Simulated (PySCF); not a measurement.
C3H5ClOSi, SMILES C1[Si@H](Cl)C=CO1. Geometry: r2SCAN-D4/def2-SVP. The structure was generated by enumeration; whether it is a known compound was not checked. Other conformers were not sampled.

Computed equilibrium geometry at r2SCAN-D4/def2-SVP (PySCF confirms it by a frequency run) as a Z-matrix (one conformer of several):
```
Si
H 1 1.4870
C 1 1.8318 2 119.21
C 3 1.3565 1 107.14 2 123.28
O 4 1.3437 3 122.80 1 -2.56
H 3 1.0908 4 120.35 5 -179.07
H 4 1.0967 5 111.19 3 -179.82
C 5 1.4481 4 113.18 7 177.74
H 8 1.1011 5 107.67 4 129.47
H 8 1.1038 9 107.84 5 -115.56
Cl 1 2.0875 2 105.07 8 123.55
```
